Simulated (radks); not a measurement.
Task: Ionisation ladder of praseodymium, from Pr44+ to Pr58+. Each ion is in the ground configuration listed by NIST, and IE = E(next ion) - E(this ion), with E = 0 for the bare nucleus. Calculated with a radial shooting solver on a logarithmic mesh with Libxc functionals: non-relativistic Kohn-Sham, PBE, spin-polarised, spherical densities, point nucleus; open shells are filled with parallel spins first (spin-orbit coupling, left out, can overturn this in heavy ions); relativity is left out, which matters for an element this heavy.

species  configuration  IE, Delta-SCF (eV)  <r> HOMO (bohr)
Pr44+     [Ne] 3s2 3p3                   ?            0.246
Pr45+     [Ne] 3s2 3p2              3585.4            0.244
Pr46+     [Ne] 3s2 3p1              3674.6            0.243
Pr47+         [Ne] 3s2              3858.8            0.255
Pr48+         [Ne] 3s1              3953.6            0.254
Pr49+             [Ne]              9330.5           0.0915
Pr50+     [He] 2s2 2p5              9573.2           0.0909
Pr51+     [He] 2s2 2p4              9812.0           0.0903
Pr52+     [He] 2s2 2p3             10137.4           0.0894
Pr53+     [He] 2s2 2p2                   ?           0.0888
Pr54+     [He] 2s2 2p1                   ?           0.0882
Pr55+         [He] 2s2             10978.5            0.104
Pr56+         [He] 2s1                   ?            0.104
Pr57+             [He]               46352           0.0256
Pr58+              1s1               47351           0.0254

Estimate the withheld Delta-SCF values.

Result: Pr44+: 3494.9 eV (NIST 3512); Pr53+: 10388.7 eV (NIST 10959); Pr54+: 10635.6 eV (NIST 11262); Pr56+: 11213.2 eV (NIST 11895.9).
